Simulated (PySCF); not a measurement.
C3H9NSi2, SMILES CC1=N[C@@H]([SiH3])[SiH2]1.

The structure is a stationary point at r2SCAN-D4/def2-SVP. The structure was generated by enumeration; whether it is a known compound was not checked.

Two levels are set side by side: TDA-PBE/def2-SVPD (PySCF) and TDA-LC-ωPBE/def2-SVPD (PySCF). Vertical, same geometry. The lowest singlet is HOMO→LUMO 99 % with PBE and HOMO→LUMO 92 % with the other functional; states are paired by order. Differences are taken from unrounded values.

```tsv
quantity	TDA-LC-ωPBE
lowest singlet excitation (eV)	4.56
lowest triplet excitation (TDA) (eV)	3.60
first bright state (f over 0.05) (eV)	7.18
its oscillator strength	0.14
```

Task: What does TDA-PBE give, and how far is it from TDA-LC-ωPBE? (An estimate is asked for; the answer gives what the named calculation found.)

Result: 
| quantity | TDA-PBE | TDA-PBE minus TDA-LC-ωPBE |
|---|---|---|
| lowest singlet excitation (eV) | 4.14 | -0.41 |
| lowest triplet excitation (TDA) (eV) | 3.33 | -0.27 |
| first bright state (f over 0.05) (eV) | 5.94 | -1.24 |
| its oscillator strength | 0.06 | -0.09 |

A lower first singlet is the usual sign of a functional without exact exchange. Differences between two approximate levels are no errors against the true value.

Rough cost on one machine, each run with all the roots and properties that it gave: TDA-LC-ωPBE against TDA-PBE about 4 times.
